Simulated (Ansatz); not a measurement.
`C[SiH2][Al]([F])[Cl]`, charge 0, multiplicity 1.

Task: Give a relaxed structure at PBE0-D4/def2-TZVP (Ansatz 0.2.0). (An estimate is asked.)

Result: The calculation gave: 
Cartesian coordinates in Å:
```
C -0.243 -0.471 -1.577
Si -0.727 -0.216 0.218
Al 1.057 0.766 1.555
F 2.520 1.120 0.884
Cl 0.847 1.208 3.590
H 0.619 -1.136 -1.656
H -1.070 -0.913 -2.136
H 0.021 0.478 -2.047
H -1.917 0.678 0.321
H -1.107 -1.513 0.850
```
Point group Cs.
This is one stationary point; other conformers may exist.
